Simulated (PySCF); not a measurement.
Isomers of C9H11B, from PySCF 2.14.0, PBE0-D3(BJ)/def2-SVP geometry optimisation, gas phase. One conformer each, no zero-point energy, no frequencies.

**Question.** Which isomer lies lowest at this level?
A. `[CH2:1]=[C:2]([CH3:3])[C:4]1=[CH:5][BH:6][CH:7]=[CH:8][CH:9]=[CH:10]1` with C1–C2–C4–C5 -146°: A = 2710, B = 914.6, C = 709.4 MHz, dipole 2.16 D
B. `[CH2:1]=[CH:2][CH2:3][B:4]1[CH:5]=[CH:6][CH:7]=[CH:8][CH:9]=[CH:10]1` with C1–C2–C3–B4 106°, C2–C3–B4–C5 -16°: A = 2877, B = 761.8, C = 617.1 MHz, dipole 2.14 D
C. `[CH2:1]=[CH:2][CH2:3][C:4]1=[CH:5][CH:6]=[CH:7][BH:8][CH:9]=[CH:10]1` with C1–C2–C3–C4 -121°, C2–C3–C4–C5 -115°: A = 2877, B = 803.6, C = 661.9 MHz, dipole 2.56 D

**Answer.** B. That is `C=CCB1C=CC=CC=C1`, 4.1 kcal/mol below the next.

| SMILES | mapped SMILES | E (Eh) | relative (kcal/mol) | relative (kJ/mol) | dipole (D) |
| --- | --- | --- | --- | --- | --- |
| C=CCB1C=CC=CC=C1 | [CH2:1]=[CH:2][CH2:3][B:4]1[CH:5]=[CH:6][CH:7]=[CH:8][CH:9]=[CH:10]1 | -373.67516 | 0.0 | 0.0 | 2.14 |
| C=C(C)C1=CBC=CC=C1 | [CH2:1]=[C:2]([CH3:3])[C:4]1=[CH:5][BH:6][CH:7]=[CH:8][CH:9]=[CH:10]1 | -373.66864 | 4.1 | 17.1 | 2.16 |
| C=CCC1=CC=CBC=C1 | [CH2:1]=[CH:2][CH2:3][C:4]1=[CH:5][CH:6]=[CH:7][BH:8][CH:9]=[CH:10]1 | -373.66271 | 7.8 | 32.7 | 2.56 |
